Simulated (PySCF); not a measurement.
## H₂SnO + 2 F₂ → SnOF₂ + 2 HF

Level: PBE0 in the def2-TZVP basis family, computed in PySCF with density fitting; scalar-relativistic core potentials for atoms from Rb on, none lighter, no spin–orbit coupling; open shells unrestricted.

| species | state and structure | E (Eh) | ZPE (kJ/mol) | H(298 K) − H(0) (kJ/mol) | S° (J/(mol K)) |
| --- | --- | --- | --- | --- | --- |
| H₂SnO | singlet, C2v, Sn–H 1.713 Å (×2), Sn–O 1.820 Å; H–Sn–H 111.8°, H–Sn–O 124.1° (×2) | -290.60456 | 37.4 | 11.8 | 260.3 |
| F₂ | singlet, D∞h, F–F 1.376 Å | -199.40856 | 6.6 | 8.7 | 201.9 |
| SnOF₂ | singlet, C2v, Sn–F 1.893 Å (×2), Sn–O 1.810 Å; F–Sn–F 97.5°, F–Sn–O 131.2° (×2) | -489.07232 | 15.7 | 15.7 | 311.0 |
| HF | singlet, C∞v, H–F 0.920 Å | -100.39188 | 24.9 | 8.7 | 173.6 |

**Question.** What is the electronic reaction energy?

**Answer.** At PBE0/def2-TZVP, ΔE = -1140.5 kJ/mol from the differences of the total energies times 2625.5, downhill. 

**Question.** Add zero-point, thermal and entropy terms for 298.15 K and 1 bar.

**Answer.** ΔZPE = 14.9 and Δ[H(298) − H(0)] = 3.9 kJ/mol give ΔH° = -1121.7 kJ/mol. ΔS° = -5.9 J/(mol K), so ΔG° = -1121.7 − 298.15 × (-0.0059) = -1120 kJ/mol.

Only the bonding shown was studied: isomers, or loss of a ligand pair, can lie lower.
